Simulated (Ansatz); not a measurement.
HSZn (SMILES [SH][Zn]), doublet, geometry from GFN2-xTB (such geometries of metal compounds can be far from the true shape) (the spin is typed, not shown lowest); B3LYP/6-31G* run with Ansatz (a program for electronic structure).

Input for Ansatz:
Ansatz 0.2 input:
```yaml
crystal:
  periodic: [false, false, false]
  atoms:
    - {symbol: Zn, position_ang: [-0.40899229, -0.71588306, -0.30339505]}
    - {symbol: S, position_ang: [0.67274253, 1.30222879, 0.48903689]}
    - {symbol: H, position_ang: [1.50588835, 0.64083112, 1.27726104]}
basis:
  gaussian:
    orbitals: 6-31G*
hamiltonian:
  xc: b3lyp
magnetization: {spin_polarized: true, initial_magnetization: 1}
```

Problem. What does Ansatz print? Leave out banner, timings and long lists.

Solution. 
```
Functional definition: B3LYP
523 factors; integrals over basis functions are off by at most 7.7e-4 eV
mean field evaluation 1: about -59261.0791 eV, gradient 1.8e1 eV
mean field evaluation 2: about -59254.1685 eV, gradient 3.7e1 eV
mean field evaluation 4: about -59263.1127 eV, gradient 1.9e0 eV
mean field evaluation 8: about -59263.1744 eV, gradient 1.5e-1 eV
mean field evaluation 16: about -59263.1745 eV, gradient 3.7e-5 eV
mean field -59263.17451074 eV, -2177.8814932474 hartree, gradient 3.6e-5 eV, S^2 0.754131; 0 other end points of the search recorded, 0 dependent functions left out
reference -59263.17470550 eV, -2177.8815004044 hartree; 24, 23 occupied and 33, 34 virtual orbitals, 523 factors
Total energy: -59263.17470550 eV, -2177.8815004044 hartree
```
